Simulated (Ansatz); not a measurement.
Basis-set series for Cl$_{2}$H$_{2}$MoN$_{2}$ (`[NH]=[Mo](=[NH])([Cl])[Cl]`). Charge 0, multiplicity 1. Mo: def2 effective core potential. The structure was optimised at the PBE0-D4/def2-TZVP level. It is one conformer, not always the lowest.

```csv
functional,basis,functions,energy (Eh),HOMO (eV),LUMO (eV)
PBE0-D4,def2-SVP,105,-1098.63276,-8.36,-2.61
PBE0-D4,def2-TZVPP,230,-1099.10556,-8.42,-2.73
ωB97M-V,def2-SVP,105,-1098.88040,-10.53,-0.53
ωB97M-V,def2-TZVPP,230,-1099.35346,-10.63,-0.70
```

(1) Give the rows for def2-QZVPP. (Best estimate.)

## Answers

(1) The calculation gave: 
| functional | basis | functions | energy (Eh) | HOMO (eV) | LUMO (eV) |
| --- | --- | --- | --- | --- | --- |
| PBE0-D4 | def2-QZVPP | 395 | -1099.14317 | -8.44 | -2.76 |
| ωB97M-V | def2-QZVPP | 395 | -1099.38955 | -10.65 | -0.76 |

Results of the Gaussian-basis code of Ansatz.
